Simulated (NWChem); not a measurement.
System: CH3ClHfS; SMILES [CH3][Hf](=[S])[Cl]

Here is an NWChem input.

```
start job
memory heap 200 mb stack 900 mb global 1100 mb
geometry units angstroms noautoz
  Hf    -0.170224    -0.017835     0.698126
  S      0.954312     1.807944     0.104719
  Cl     0.479277    -1.846214    -0.643146
  C     -2.217355     0.452656     0.039468
  H     -2.901315    -0.407121     0.227048
  H     -2.235839     0.674053    -1.049068
  H     -2.612543     1.356461     0.554563
end
basis spherical
  * library def2-svp
end
ecp
  Hf library def2-ecp
end
dft
  xc xcamb88 1.00 lyp 0.81 vwn_5 0.19 hfexch 1.00
  cam 0.33 cam_alpha 0.19 cam_beta 0.46
  iterations 150
  mulliken
end
task dft energy
```

Output (shortened):

```
             Northwest Computational Chemistry Package (NWChem) 7.3.0
             --------------------------------------------------------

 C1  symmetry detected

                             Geometry "geometry" -> ""
                             -------------------------

 Output coordinates in angstroms (scale by  1.889725989 to convert to a.u.)

  No.       Tag          Charge          X              Y              Z
 ---- ---------------- ---------- -------------- -------------- --------------
    1 Hf                  72.0000    -0.17783803     0.05970560     0.29497454
    2 S                   16.0000     1.16003050     1.70673695    -0.37403785
    3 Cl                  17.0000     0.73490471    -2.02868101    -0.31278686
    4 C                    6.0000    -1.92476386     0.30498170    -1.02185014
    5 H                    1.0000    -2.67627217    -0.49694843    -0.83651972
    6 H                    1.0000    -1.62007911     0.24910628    -2.08876816
    7 H                    1.0000    -2.40459530     1.29893455    -0.87979590

 Effective nuclear repulsion energy (a.u.)     784.0364674328

                                 NWChem DFT Module
                                 -----------------

 Summary of "ao basis" -> "ao basis" (spherical)
 ------------------------------------------------------------------------------
       Tag                 Description            Shells   Functions and Types
 ---------------- ------------------------------  ------  ---------------------
 Hf                         def2-svp                12       32   6s3p2d1f
 S                          def2-svp                 8       18   4s3p1d
 Cl                         def2-svp                 8       18   4s3p1d
 C                          def2-svp                 6       14   3s2p1d
 H                          def2-svp                 3        5   2s1p

            General Information
            -------------------
          SCF calculation type: DFT
          Wavefunction type:  closed shell.
          No. of atoms     :     7
          No. of electrons :    54
           Alpha electrons :    27
            Beta electrons :    27
          Charge           :     0
          Spin multiplicity:     1
          Use of symmetry is: off; symmetry adaption is: off
          Maximum number of iterations: 150
          AO basis - number of functions:    97
                     number of shells:    43
          Convergence on energy requested:  1.00D-06
          Convergence on density requested:  1.00D-05
          Convergence on gradient requested:  5.00D-04

              XC Information
              --------------
                     Hartree-Fock (Exact) Exchange  1.000
                   CAM-Becke88 Exchange Functional  1.000
                      VWN V Correlation Functional  0.190 local
              Lee-Yang-Parr Correlation Functional  0.810

           Range-Separation Parameters
           ---------------------------
           Alpha           :  0.19
           Beta            :  0.46
           Gamma           :  0.33
           Short-Range HF  :     F

             Grid Information
             ----------------
          Grid used for XC integration:  medium
          Radial quadrature: Mura-Knowles
          Angular quadrature: Lebedev.
          Tag              B.-S. Rad. Rad. Pts. Rad. Cut. Ang. Pts.
          ---              ---------- --------- --------- ---------
          Hf                  1.55      123          10.0       590
          S                   1.00       88          11.0       590
          Cl                  1.00       88          12.0       590
          C                   0.70       49          10.0       434
          H                   0.35       45          11.0       434
          Grid pruning is: on
          Number of quadrature shells:   483
          Spatial weights used:  Erf1

      Superposition of Atomic Density Guess
      -------------------------------------

 Sum of atomic energies:        -947.73172549

      Non-variational initial energy
      ------------------------------

 Total energy =    -943.792604
 1-e energy   =   -1725.253492
 2-e energy   =     575.153918
 HOMO         =      -0.318249
 LUMO         =      -0.055558

     ---------------------------------------------
      Total Density - Mulliken Population Analysis
     ---------------------------------------------

    Atom       Charge   Shell Charges
 -----------   ------   -------------------------------------------------------
    1 Hf  12     9.81   0.03 -0.30  1.75  0.52  0.44  0.09  5.45  0.60  0.12  0.82  0.22  0.08
    2 S   16    17.15   2.00  1.99  1.25  0.68  5.94  2.04  3.24  0.02
    3 Cl  17    17.56   2.00  1.99  1.23  0.72  5.94  2.22  3.44  0.01
    4 C    6     6.93   1.99  0.97  0.37  2.18  1.40  0.01
    5 H    1     0.85   0.64  0.18  0.03
    6 H    1     0.85   0.65  0.18  0.03
    7 H    1     0.85   0.64  0.18  0.03

   convergence    iter        energy       DeltaE   RMS-Dens  Diis-err
 ---------------- ----- ----------------- --------- --------- ---------
 d= 0,ls=0.0,diis     1   -945.8186457890 -1.15D+03  3.68D-02  1.29D+00
 d= 0,ls=0.0,diis     2   -944.2487796073  1.57D+00  2.61D-02  1.24D+01
 d= 0,ls=0.0,diis     3   -946.0532503635 -1.80D+00  2.89D-03  5.18D-02
 d= 0,ls=0.0,diis     4   -946.0570979752 -3.85D-03  1.31D-03  2.64D-02
 d= 0,ls=0.0,diis     5   -946.0609735281 -3.88D-03  3.04D-04  2.94D-04
  Resetting Diis
 d= 0,ls=0.0,diis     6   -946.0610576829 -8.42D-05  1.46D-04  7.74D-05
 d= 0,ls=0.0,diis     7   -946.0610804697 -2.28D-05  7.38D-05  8.21D-06
 d= 0,ls=0.0,diis     8   -946.0610843803 -3.91D-06  2.50D-05  6.02D-06
 d= 0,ls=0.0,diis     9   -946.0610856477 -1.27D-06  3.32D-05  6.09D-07
 d= 0,ls=0.0,diis    10   -946.0610861917 -5.44D-07  1.03D-05  5.50D-07
 d= 0,ls=0.0,diis    11   -946.0610863115 -1.20D-07  2.11D-06  1.64D-08

         Total DFT energy =     -946.061086311459
      One electron energy =    -1729.656279811223
           Coulomb energy =      643.645769523191
    Exchange-Corr. energy =      -66.357546001225
 Nuclear repulsion energy =      206.306969977798

 Numeric. integr. density =       54.000002582294

                       DFT Final Molecular Orbital Analysis
                       ------------------------------------

 Vector   25  Occ=2.000000D+00  E=-3.291289D-01
              MO Center=  7.7D-01,  1.3D+00, -2.8D-01, r^2= 2.8D+00
   Bfn.  Coefficient  Atom+Function         Bfn.  Coefficient  Atom+Function
  ----- ------------  ---------------      ----- ------------  ---------------
    44      0.370268  2 S  py                41      0.310757  2 S  py
    16     -0.277662  1 Hf d -2              43      0.266878  2 S  px
    19     -0.236242  1 Hf d  1               5     -0.230025  1 Hf s
    40      0.221981  2 S  px                38      0.179522  2 S  py
     3      0.162963  1 Hf s                 17      0.154358  1 Hf d -1

 Vector   26  Occ=2.000000D+00  E=-3.052952D-01
              MO Center=  8.6D-01,  1.3D+00, -2.2D-01, r^2= 2.4D+00
   Bfn.  Coefficient  Atom+Function         Bfn.  Coefficient  Atom+Function
  ----- ------------  ---------------      ----- ------------  ---------------
    45      0.493995  2 S  pz                42      0.379518  2 S  pz
    39      0.217757  2 S  pz                17      0.189158  1 Hf d -1
    18     -0.156024  1 Hf d  0              19     -0.150961  1 Hf d  1
    61      0.111129  3 Cl px                44      0.102929  2 S  py
    16      0.092242  1 Hf d -2              41      0.085388  2 S  py

 Vector   27  Occ=2.000000D+00  E=-2.981439D-01
              MO Center=  8.8D-01,  1.3D+00, -2.8D-01, r^2= 2.6D+00
   Bfn.  Coefficient  Atom+Function         Bfn.  Coefficient  Atom+Function
  ----- ------------  ---------------      ----- ------------  ---------------
    43      0.441554  2 S  px                40      0.330085  2 S  px
    44     -0.278007  2 S  py                20      0.230636  1 Hf d  2
    41     -0.217851  2 S  py                37      0.189365  2 S  px
    61     -0.146461  3 Cl px                38     -0.124309  2 S  py
    25      0.096548  1 Hf d  2              58     -0.092310  3 Cl px

 Vector   28  Occ=0.000000D+00  E=-8.334933D-02
              MO Center= -4.9D-01,  1.8D-01,  1.4D+00, r^2= 3.9D+00
   Bfn.  Coefficient  Atom+Function         Bfn.  Coefficient  Atom+Function
  ----- ------------  ---------------      ----- ------------  ---------------
     6      0.559764  1 Hf s                 18      0.405702  1 Hf d  0
    15      0.366491  1 Hf pz                 5      0.351386  1 Hf s
    19      0.221384  1 Hf d  1              71     -0.191230  4 C  s
     9     -0.184235  1 Hf pz                 3     -0.181540  1 Hf s
    23      0.169836  1 Hf d  0               4     -0.160608  1 Hf s

 Vector   29  Occ=0.000000D+00  E=-3.346056D-02
              MO Center= -4.2D-01,  1.4D-01,  6.7D-01, r^2= 3.9D+00
   Bfn.  Coefficient  Atom+Function         Bfn.  Coefficient  Atom+Function
  ----- ------------  ---------------      ----- ------------  ---------------
    19      0.445640  1 Hf d  1              18     -0.384682  1 Hf d  0
    13     -0.361160  1 Hf px                24      0.264126  1 Hf d  1
    20      0.258656  1 Hf d  2              17      0.222203  1 Hf d -1
    23     -0.222557  1 Hf d  0              71      0.194723  4 C  s
    89      0.177997  6 H  s                 94     -0.177378  7 H  s

 Vector   30  Occ=0.000000D+00  E=-1.741716D-02
              MO Center= -2.6D-01, -1.6D-01,  5.9D-01, r^2= 4.3D+00
   Bfn.  Coefficient  Atom+Function         Bfn.  Coefficient  Atom+Function
  ----- ------------  ---------------      ----- ------------  ---------------
    17      0.630108  1 Hf d -1              22      0.340651  1 Hf d -1
    44     -0.294975  2 S  py                14      0.259879  1 Hf py
     6     -0.238347  1 Hf s                 36      0.234986  2 S  s
    63      0.213231  3 Cl pz                18      0.195005  1 Hf d  0
    45     -0.173078  2 S  pz                43     -0.163899  2 S  px

     ---------------------------------------------
      Total Density - Mulliken Population Analysis
     ---------------------------------------------

    Atom       Charge   Shell Charges
 -----------   ------   -------------------------------------------------------
    1 Hf  12    11.24   0.03 -0.31  1.82  0.46  0.55  0.01  5.51  0.57  0.22  1.85  0.44  0.09
    2 S   16    16.27   2.00  1.98  1.24  0.67  5.93  1.80  2.63  0.03
    3 Cl  17    17.25   2.00  1.98  1.25  0.70  5.93  2.17  3.21  0.01
    4 C    6     6.47   1.98  0.87  0.35  2.10  1.15  0.02
    5 H    1     0.94   0.72  0.20  0.02
    6 H    1     0.91   0.70  0.18  0.02
    7 H    1     0.93   0.71  0.19  0.02

     -------------------------------------------
      Total Density - Lowdin Population Analysis
     -------------------------------------------

    Atom       Charge   Shell Charges
 -----------   ------   -------------------------------------------------------
    1 Hf  12    12.11   0.00  0.03  1.11  0.79  0.42  0.18  4.89  1.26  0.44  1.74  1.04  0.19
    2 S   16    15.91   2.00  1.96  0.98  0.69  5.81  1.90  2.54  0.03
    3 Cl  17    16.90   2.00  1.96  1.02  0.75  5.82  2.27  3.07  0.01
    4 C    6     6.29   1.96  0.59  0.36  1.89  1.44  0.04
    5 H    1     0.95   0.61  0.27  0.07
    6 H    1     0.92   0.60  0.25  0.07
    7 H    1     0.94   0.61  0.26  0.07

     Multipole analysis of the density
     ---------------------------------

     L   x y z        total         alpha         beta         nuclear
     -   - - -        -----         -----         ----         -------
     0   0 0 0      0.000000    -27.000000    -27.000000     54.000000

     1   1 0 0     -1.514071    -10.838990    -10.838990     20.163909
     1   0 1 0     -0.433994      3.167820      3.167820     -6.769634
     1   0 0 1      1.728909     17.587086     17.587086    -33.445263

     2   2 0 0    -43.950384   -144.978994   -144.978994    246.007605
     2   1 1 0     -1.744973     -1.740705     -1.740705      1.736436
     2   1 0 1     -1.129499    -14.955453    -14.955453     28.781408
     2   0 2 0    -48.573129   -237.065954   -237.065954    425.558778
     2   0 1 1      0.614118      4.472412      4.472412     -8.330707
     2   0 0 2    -37.746487    -49.312316    -49.312316     60.878144
```

Level: CAM-B3LYP/def2-SVP with def2 effective core potentials on Hf. Coordinates come from a PBE-D3(BJ)/def2-SVP optimisation. def2 effective core potentials on Hf; no spin-orbit coupling.
